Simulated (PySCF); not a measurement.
# S⁺: ionisation energy

S⁺ [Ne] 3s2 3p3 (4S) → S²⁺ [Ne] 3s2 3p2 (3P), as a difference of total energies. Calculation: PySCF 2.14, in ANO-RCC-VTZP; scalar relativity by spin-free X2C-1e. Correlated levels: valence and next inner shell: 1s2 frozen. The calculations carry no spin-orbit coupling.

| method | ionisation energy (eV) |
| --- | --- |
| UHF | 22.723 |
| MP2 (valence and next inner shell) | 23.333 |
| SCS-MP2 (valence and next inner shell) | 23.147 |
| CCSD (valence and next inner shell) | 23.263 |
| CCSD(T) (valence and next inner shell) | 23.301 |

A first-order spin-orbit estimate (lowest level to lowest level, LS coupling) adds -0.062 eV.

Errors of the correlated levels include the incompleteness of this basis and the frozen core.

Question: Which method comes closest to the reference value, and which is furthest?

Answer: The reference is 23.338 eV (measured; NIST Atomic Spectra Database, ionization energies). Closest: MP2 (valence and next inner shell) (error -0.067 eV); furthest: UHF (error -0.677 eV), both after the spin-orbit estimate.
